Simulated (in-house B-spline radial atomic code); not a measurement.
A fraction x of an electron is removed from 3p in Ar⁵⁺, starting from [Ne] 3s2 3p1 and keeping the highest spin. Computed with a B-spline radial code for spherical atoms: scalar-relativistic (X2C) TPSSh, spin-polarised, spherical fractional occupations, Fermi nucleus of rms radius 3.4274 fm.

Caution: exact exchange at fractional occupations of open shells leaves self-interaction of up to several eV.

```json
{"x": "0", "E(x) - E(0) (eV)": "0.0000", "3p up level (eV)": "-82.698"}
{"x": "0.02", "E(x) - E(0) (eV)": "1.6570", "3p up level (eV)": "-83.007"}
{"x": "0.14", "E(x) - E(0) (eV)": "11.7293", "3p up level (eV)": "-84.865"}
{"x": "0.32", "E(x) - E(0) (eV)": "27.2560", "3p up level (eV)": "-87.654"}
{"x": "0.38", "E(x) - E(0) (eV)": "32.5431", "3p up level (eV)": "-88.584"}
{"x": "0.5", "E(x) - E(0) (eV)": "43.2848", "3p up level (eV)": "-90.443"}
{"x": "0.55", "E(x) - E(0) (eV)": "47.8263", "3p up level (eV)": "-91.217"}
{"x": "0.71", "E(x) - E(0) (eV)": "62.6189", "3p up level (eV)": "-93.689"}
{"x": "0.85", "E(x) - E(0) (eV)": "75.8863", "3p up level (eV)": "-95.843"}
{"x": "0.92", "E(x) - E(0) (eV)": "82.6329", "3p up level (eV)": "-96.915"}
{"x": "1", "E(x) - E(0) (eV)": "90.4350", "3p up level (eV)": "-"}
```

The exact functional would give a straight line between the two integer points. Deviations E(x) - E(0) - x[E(1) - E(0)], in eV: -0.152 at x = 0.02, -0.932 at x = 0.14, -1.683 at x = 0.32, -1.822 at x = 0.38, -1.933 at x = 0.5, -1.913 at x = 0.55, -1.59 at x = 0.71, -0.983 at x = 0.85, -0.567 at x = 0.92.

The curve lies below the straight line by up to 1.933 eV (at x = 0.5): convex, the delocalisation error, to which spherically averaged exact exchange adds.

Q: How well does Slater's transition state (minus the level at half occupation) give the ionisation energy?

A: It gives 90.443 eV against 90.435 eV from the two total energies; NIST lists 91.29 eV, ground level to ground level. The end point has an open shell averaged over its orbitals, so its exact exchange keeps a self-interaction and this is no true integer point.
